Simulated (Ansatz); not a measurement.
ZrSi₂O₅H₆⁻, that is (OH)2Zr(OSiH2)2O with one electron more, relaxed as a doublet with UKS B3LYP-D4/def2-SVPD in Ansatz, starting from the B3LYP-D4/def2-SVP geometry of the neutral singlet. Force threshold 0.02 eV/Å.

In the def2 sets Zr takes a core potential; there is no spin–orbit coupling. The highest occupied level of the relaxed charge -1 doublet lies above zero (up to 0.26 eV). By energy differences, losing it releases 0.12 eV (each at its own geometry, to the charge 0 singlet, at PBE0-D4/def2-SVP). The relaxation made no stability test and no search for a lower SCF solution. No other spin state of charge -1 was run.

Start:

```xyz
14

Zr   -0.030    0.729    1.281
O    -0.666   -0.040    2.935
O     0.570    2.557    1.448
O     1.350   -0.403    0.443
Si    1.465   -1.252   -0.983
O     0.042   -1.041   -1.825
Si   -1.409   -0.245   -1.624
O    -1.364    0.544   -0.160
H    -0.971   -0.380    3.778
H     0.859    3.463    1.568
H     2.589   -0.723   -1.801
H     1.646   -2.700   -0.702
H    -1.574    0.737   -2.728
H    -2.509   -1.245   -1.631
```

Q: Estimate the energy that the relaxation releases and the steps that it takes.

A: 0.63 eV, in 58 steps; 17 min on 4 threads of Arm Neoverse V1 on a shared host. The force fell under the threshold at step 20, but the optimiser went on and released 0.041 eV more. No frequencies were taken in this run, so the end may be a saddle point.

Q: Does the start keep its bonding?

A: By distances, no bond broke or formed. The bond that changes most is Zr1–Si7, from 3.36 to 3.48 Å (atoms count from 1).

Q: Predict the relaxed structure.

A: 
| atom | x (Å) | y (Å) | z (Å) |
| --- | --- | --- | --- |
| Zr1 | -0.0300 | 0.7986 | 1.3981 |
| O2 | 0.1317 | 0.1583 | 3.3044 |
| O3 | -0.2285 | 2.7753 | 1.7648 |
| O4 | 1.0756 | -0.7592 | 0.5744 |
| Si5 | 1.2702 | -1.5035 | -0.8596 |
| O6 | 0.0413 | -1.1228 | -1.9419 |
| Si7 | -1.2116 | -0.0150 | -1.7694 |
| O8 | -1.0777 | 0.8522 | -0.3991 |
| H9 | 0.0746 | -0.6863 | 3.7523 |
| H10 | -0.2053 | 3.5541 | 1.2075 |
| H11 | 2.5589 | -1.1171 | -1.5214 |
| H12 | 1.2635 | -2.9949 | -0.7130 |
| H13 | -1.1757 | 0.8624 | -2.9838 |
| H14 | -2.4870 | -0.8021 | -1.8133 |
Bond lengths: 4 × O–Zr 2.02 to 2.08 Å; 4 × O–Si 1.63 to 1.68 Å; 4 × H–Si 1.50 Å; 2 × H–O 0.96 Å.
